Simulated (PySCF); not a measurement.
## How methods differ on the ionisation energy of V⁸⁺

V⁸⁺ [Ne] 3s2 3p3 (4S) → V⁹⁺ [Ne] 3s2 3p2 (3P), as a difference of total energies. Computed with PySCF 2.14 in an even-tempered Gaussian basis (19 s from 0.4 bohr⁻², ratio 2.5; 12 p from 0.52 bohr⁻², ratio 2.5; 5 d from 3.3 bohr⁻², ratio 2.7; 4 f from 4.9 bohr⁻², ratio 2.7), with the spin-free X2C one-electron Hamiltonian (Gaussian nucleus). Correlated levels: outer shells: 1s2 frozen; virtual orbitals above 40 to 60 times the deepest correlated orbital energy dropped. The calculations carry no spin-orbit coupling.

| method | ionisation energy (eV) |
| --- | --- |
| UHF | 203.69 |
| LDA | 204.48 |
| PBE | 204.40 |
| PBE0 | 204.52 |
| r2SCAN | 204.85 |
| MP2 (outer shells) | 204.26 |
| SCS-MP2 (outer shells) | 204.06 |

Estimate what M06 gives.

204.64 eV, closest to PBE0 among the rows shown.

Estimate what MN15 gives.

205.16 eV, closest to r2SCAN among the rows shown.

A first-order spin-orbit estimate (lowest level to lowest level, LS coupling) adds -0.723 eV.

For comparison: 206 ± 0.4 eV (semi-empirical (NIST evaluation); NIST Atomic Spectra Database, ionization energies).
